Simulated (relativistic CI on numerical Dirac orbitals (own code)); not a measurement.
**Charge states of gold**

These numbers are calculated, not measured: Dirac-Coulomb-Breit CI, orbitals from a KLI potential per configuration, model QED (radiative potential, 1s self-energy scaled to tabulated hydrogen-like ionisation energies), valence Slater integrals scaled by 0.9 (own radial code, finite nucleus).

Each species is treated in one configuration, given outside its closed core. Radial values are for the open shell of highest l, unscaled and averaged over j; ζ includes the Breit term. Labels give the leading LS character, summed over repeated terms.

| Ion | Configuration | Its lowest level | LS weight (%) | F² (cm⁻¹) | F⁴ (cm⁻¹) | Next level | E (cm⁻¹) | g_J | g√(J(J+1)) |
| --- | --- | --- | --- | --- | --- | --- | --- | --- | --- |
| Au48+ | 3d10.4s2.4p | ? | ? | ? | ? | ? | ? | ? | ? |
| Au49+ | 3d10.4s2 | 1S_0 | 100 |  |  |  |  |  | 0.00 |
| Au50+ | 3d10.4s | 2S_1/2 | 100 |  |  |  |  | 1.994 | 1.73 |
| Au51+ | 3d10 | 1S_0 | 100 |  |  |  |  |  | 0.00 |
| Au52+ | 3d9 | 2D_5/2 | 100 |  |  | 2D_3/2 | 738790 | 1.188 | 3.51 |
| Au53+ | 3d8 | 3F_4 | 85 | 637900 | 411700 | J = 2 (mixed) | 77125 | 1.201 | 5.37 |
| Au54+ | 3d7 | 4F_9/2 | 56 | 643200 | 415300 | J = 3/2 (mixed) | 111070 | 1.209 | 6.02 |
| Au55+ | 3d6 | J = 4 (mixed) | 42 | 648400 | 418800 | J = 2 (mixed) | 70423 | 1.222 | 5.47 |
| Au56+ | 3d5 | J = 5/2 (mixed) | 27 | 653600 | 422400 | J = 5/2 (mixed) | 675640 | 1.248 | 3.69 |
| Au57+ | 3d4 | 3P_0 | 61 | 658800 | 425900 | 5D_1 | 725750 |  | 0.00 |
| Au58+ | 3d3 | J = 3/2 (mixed) | 41 | 664000 | 429400 | 4F_5/2 | 741140 | 0.735 | 1.42 |
| Au59+ | 3d2 | 3F_2 | 72 | 669200 | 432900 | 3P_0 | 197090 | 0.764 | 1.87 |
| Au60+ | 3d | 2D_3/2 | 100 |  |  | 2D_5/2 | 848300 | 0.784 | 1.52 |
| Au61+ | 3s2.3p6 | 1S_0 | 100 |  |  |  |  |  | 0.00 |
| Au62+ | 3s2.3p5 | 2P°_3/2 | 100 |  |  | 2P°_1/2 | 3.8675e+06 | 1.318 | 2.55 |
| Au63+ | 3s2.3p4 | 3P_2 | 68 | 578200 |  | 1S_0 | 168340 | 1.325 | 3.25 |
| Au64+ | 3s2.3p3 | J = 3/2 (mixed) | 49 | 580600 |  | 4S°_3/2 | 3.8248e+06 | 1.333 | 2.58 |
| Au65+ | 3s2.3p2 | 3P_0 | 68 | 583100 |  | 3P_1 | 3.8834e+06 |  | 0.00 |
| Au66+ | 3s2.3p | 2P°_1/2 | 100 |  |  | 2P°_3/2 | 4.0331e+06 | 0.644 | 0.56 |
| Au67+ | 3s2 | 1S_0 | 100 |  |  |  |  |  | 0.00 |
| Au68+ | 3s | 2S_1/2 | 100 |  |  |  |  | 1.980 | 1.71 |
| Au69+ | 2s2.2p6 | 1S_0 | 100 |  |  |  |  |  | 0.00 |
| Au70+ | 2s2.2p5 | 2P°_3/2 | 100 |  |  | 2P°_1/2 | 1.5193e+07 | 1.293 | 2.50 |
| Au71+ | 2s2.2p4 | 3P_2 | 68 | 1.512e+06 |  | 1S_0 | 513500 | 1.298 | 3.18 |

Question: Fill in the row of Au48+.

Answer: Its lowest level 2P°_1/2; LS weight (%) 100; Next level 2P°_3/2; E (cm⁻¹) 1.1274e+06; g_J 0.658; g√(J(J+1)) 0.57.
